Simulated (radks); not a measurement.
Results of a calculation; reference values are marked as such.
Problem. The neodymium ion Nd8+ is in [Kr] 4d10 5s2 5p4. Level of theory: scalar-relativistic Kohn-Sham, PBE, spin-polarised, spherical densities, finite nucleus; Fermi nuclear charge, rms radius of each element as measured or else 0.836 A^(1/3) + 0.57 fm (a radial shooting solver on a logarithmic mesh with Libxc functionals). Open shells are filled with parallel spins first. One electron is removed from 5s, 5p, 4p, 4d in turn, with full relaxation. Which removal costs least, and what does each cost?

Solution. 5p 131.31 eV; 5s 155.99 eV; 4d 264.57 eV; 4p 376.71 eV. The 5p electron leaves first.
